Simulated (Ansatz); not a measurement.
The molecule TaO, multiplicity 2 (the spin of the measured ground state). No spin–orbit coupling. The T1 diagnostic near the minimum is 0.049, so single-reference values are doubtful.

D_e counts from the fitted minimum to each atom's lowest state at the same level, without counterpoise.

Codes used: Ansatz (a program for electronic structure) with Gaussian orbitals. Values without a source in brackets are computed. In def2 rows elements past Kr take small-core potentials, without spin–orbit coupling.

Task: One of these levels gives 7.946 eV for the bond energy D_e. Name it.
A) SVWN5/def2-TZVPP
B) BHLYP/def2-TZVPP
C) B97M-V/def2-TZVPP
D) PBE/def2-TZVPP

Result: C, B97M-V/def2-TZVPP. The others give 9.922 (SVWN5/def2-TZVPP), 8.706 (PBE/def2-TZVPP), 6.915 (BHLYP/def2-TZVPP)

Doubts at one or more of the structures used: a spin-contaminated determinant (PBE/def2-TZVPP).
